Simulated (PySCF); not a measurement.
H3BClFOSi (SMILES FB(Cl)O[SiH3]), singlet, at a GFN2-xTB geometry; SA2-CASSCF(2,3)/STO-3G run with PySCF.

Input for PySCF:
```python
from pyscf import gto, scf, mcscf
import numpy

mol = gto.Mole()
mol.atom = '''
    B     0.14418482    0.29740307    0.56216464
    Cl   -0.35005357   -0.39529398    2.06108687
    F     0.82122617    1.44773875    0.62154430
    O    -0.12399137   -0.26520221   -0.58008658
    Si   -0.06911874   -0.32816783   -2.21627599
    H     0.67482107    0.81657958   -2.73714645
    H    -1.48184347   -0.29799247   -2.58023272
    H     0.60556652   -1.59928627   -2.45726300
'''
mol.basis = 'sto-3g'
mol.verbose = 4
mol.build()

mf = scf.RHF(mol)
mf.kernel()
mc = mcscf.CASSCF(mf, 3, 2)
mc.fix_spin_(ss=0.0)
mc = mc.state_average_([0.5, 0.5])
mc.kernel()
```

What the program printed (banner, timings and long lists left out):

```
PySCF version 2.14.0

[INPUT] verbose = 4
[INPUT] num. atoms = 8
[INPUT] num. electrons = 56
[INPUT] charge = 0
[INPUT] spin (= nelec alpha-beta = 2S) = 0
[INPUT] symmetry False subgroup None
[INPUT] Mole.unit = angstrom
[INPUT] Symbol           X                Y                Z      unit          X                Y                Z       unit  Magmom
[INPUT]  1 B      0.144184820000   0.297403070000   0.562164640000 AA    0.272469821120   0.562010350905   1.062337206515 Bohr   0.0
[INPUT]  2 Cl    -0.350053570000  -0.395293980000   2.061086870000 AA   -0.661505376226  -0.746997360889   3.894889703237 Bohr   0.0
[INPUT]  3 F      0.821226170000   1.447738750000   0.621544300000 AA    1.551892547626   2.735829737420   1.174548501285 Bohr   0.0
[INPUT]  4 O     -0.123991370000  -0.265202210000  -0.580086580000 AA   -0.234309731110  -0.501159544529  -1.096204764736 Bohr   0.0
[INPUT]  5 Si    -0.069118740000  -0.328167830000  -2.216275990000 AA   -0.130615488675  -0.620147321593  -4.188154637549 Bohr   0.0
[INPUT]  6 H      0.674821070000   0.816579580000  -2.737146450000 AA    1.275227005386   1.543111765112  -5.172457153326 Bohr   0.0
[INPUT]  7 H     -1.481843470000  -0.297992470000  -2.580232720000 AA   -2.800278317775  -0.563124155483  -4.875933178442 Bohr   0.0
[INPUT]  8 H      0.605566520000  -1.599286270000  -2.457263000000 AA    1.144354873006  -3.022213045077  -4.643554086027 Bohr   0.0

nuclear repulsion = 265.065343436886
number of shells = 22
number of NR pGTOs = 108
number of NR cGTOs = 36
basis = sto-3g
ecp = {}

******** <class 'pyscf.scf.hf.RHF'> ********
method = RHF
initial guess = minao
damping factor = 0
level_shift factor = 0
DIIS = <class 'pyscf.scf.diis.CDIIS'>
diis_start_cycle = 1
diis_space = 8
diis_damp = 0
SCF conv_tol = 1e-09
SCF conv_tol_grad = None
SCF max_cycles = 50
direct_scf = True
direct_scf_tol = 1e-13
Set gradient conv threshold to 3.16228e-05
Initial guess from minao.
init E= -938.51831666309
  HOMO = -0.40719212206317  LUMO = 0.174581126004962  gap/eV = 15.83086
cycle= 1 E= -938.261023751381  delta_E= 0.257  |g|= 0.565  |ddm|=  3.4
  HOMO = -0.314518854374676  LUMO = 0.294973212572973  gap/eV = 16.58512
cycle= 2 E= -938.366615475487  delta_E= -0.106  |g|= 0.181  |ddm|= 0.963
  HOMO = -0.373290697288914  LUMO = 0.330459997599542  gap/eV = 19.15003
cycle= 3 E= -938.375939625964  delta_E= -0.00932  |g|= 0.0297  |ddm|= 0.238
  HOMO = -0.369301281972082  LUMO = 0.335676093866601  gap/eV = 19.18341
cycle= 4 E= -938.376349304404  delta_E= -0.00041  |g|= 0.00884  |ddm|= 0.0596
  HOMO = -0.371716421884617  LUMO = 0.333205714543196  gap/eV = 19.18191
cycle= 5 E= -938.376382006169  delta_E= -3.27e-05  |g|= 0.00166  |ddm|= 0.0164
  HOMO = -0.371655593466419  LUMO = 0.333097125183463  gap/eV = 19.17730
cycle= 6 E= -938.376384087586  delta_E= -2.08e-06  |g|= 0.000424  |ddm|= 0.00457
  HOMO = -0.37168360318044  LUMO = 0.333123294307154  gap/eV = 19.17877
cycle= 7 E= -938.376384225007  delta_E= -1.37e-07  |g|= 9.45e-05  |ddm|= 0.00123
  HOMO = -0.37167711243676  LUMO = 0.333130443876066  gap/eV = 19.17879
cycle= 8 E= -938.376384232408  delta_E= -7.4e-09  |g|= 1.37e-05  |ddm|= 0.000297
  HOMO = -0.371674159148641  LUMO = 0.333130557654694  gap/eV = 19.17871
cycle= 9 E= -938.376384232563  delta_E= -1.55e-10  |g|= 1.99e-06  |ddm|= 4.3e-05
  HOMO = -0.371674076539493  LUMO = 0.333130817272203  gap/eV = 19.17872
Extra cycle  E= -938.376384232568  delta_E= -4.55e-12  |g|= 7.89e-07  |ddm|= 4.24e-06
converged SCF energy = -938.376384232568

******** <class 'pyscf.mcscf.addons.StateAverageCASSCF'> ********
CAS (1e+1e, 3o), ncore = 27, nvir = 6
max_cycle_macro = 50
max_cycle_micro = 4
conv_tol = 1e-07
conv_tol_grad = None
orbital rotation max_stepsize = 0.02
orbital rotation threshold for CI restart = 0.01
augmented hessian ah_max_cycle = 30
augmented hessian ah_conv_tol = 1e-12
augmented hessian ah_linear dependence = 1e-14
augmented hessian ah_level shift = 1e-08
augmented hessian ah_start_tol = 2.5
augmented hessian ah_start_cycle = 3
augmented hessian ah_grad_trust_region = 3
kf_trust_region = 3
kf_interval = 4
ci_response_space = 4
ci_grad_trust_region = 3
with_dep4 0
natorb = False
canonicalization = True
sorting_mo_energy = False
ao2mo_level = 2
internal_rotation = False
******** <class 'pyscf.mcscf.addons.StateAverageSpinPenaltyFCISolver'> ********
max. cycles = 50
conv_tol = 1e-08
davidson only = True
linear dependence = 1e-12
level shift = 0.001
max iter space = 12
nroots = 2
pspace_size = 400
spin = None
State-average over 2 states with weights [0.5, 0.5]
CASCI E = -938.137221132066  S^2 = 0.0000000
Set conv_tol_grad to 0.000316228
macro iter   1 ( 21 JK    4 micro), CASSCF E = -938.154061317205  dE = -1.68401851e-02  S^2 = 0.0000000
               |grad[o]|=0.166  |ddm|= 0.11  |maxRot[o]|=0.196
macro iter   2 ( 21 JK    4 micro), CASSCF E = -938.165137626171  dE = -1.10763090e-02  S^2 = 0.0000000
               |grad[o]|=0.0915  |ddm|=0.0719  |maxRot[o]|=0.176
macro iter   3 ( 21 JK    4 micro), CASSCF E = -938.167608816141  dE = -2.47118997e-03  S^2 = 0.0000000
               |grad[o]|=0.0223  |ddm|=0.0218  |maxRot[o]|=0.211
macro iter   4 ( 21 JK    4 micro), CASSCF E = -938.168544810977  dE = -9.35994836e-04  S^2 = 0.0000000
               |grad[o]|=0.00859  |ddm|=0.0215  |maxRot[o]|=0.314
macro iter   5 ( 21 JK    4 micro), CASSCF E = -938.169474091070  dE = -9.29280093e-04  S^2 = 0.0000000
               |grad[o]|=0.00795  |ddm|=0.00732  |maxRot[o]|=0.314
macro iter   6 ( 21 JK    4 micro), CASSCF E = -938.169994591660  dE = -5.20500590e-04  S^2 = 0.0000000
               |grad[o]|=0.00548  |ddm|=0.00183  |maxRot[o]|=0.314
macro iter   7 ( 21 JK    4 micro), CASSCF E = -938.170140551577  dE = -1.45959917e-04  S^2 = 0.0000000
               |grad[o]|=0.00201  |ddm|=0.00311  |maxRot[o]|=0.315
macro iter   8 ( 13 JK    3 micro), CASSCF E = -938.170149107754  dE = -8.55617770e-06  S^2 = 0.0000000
               |grad[o]|=0.000538  |ddm|=0.001  |maxRot[o]|=0.0984
macro iter   9 (  3 JK    1 micro), CASSCF E = -938.170149110745  dE = -2.99064595e-09  S^2 = 0.0000000
               |grad[o]|=3.27e-05  |ddm|=1.07e-05  |maxRot[o]|=0.000269
1-step CASSCF converged in   9 macro (163 JK  32 micro) steps
CASSCF canonicalization
Density matrix diagonal elements [1.46703823 0.52753708 0.0054247 ]
CASSCF energy = -938.170149110745
CASCI E = -938.170149110745  E(CI) = -1.20246735647072  S^2 = 0.0000000
CASCI state-averaged energy = -938.170149110745
CASCI energy for each state
  State 0 weight 0.5  E = -938.379718714783 S^2 = 0.0000000
  State 1 weight 0.5  E = -937.960579506707 S^2 = 0.0000000
```
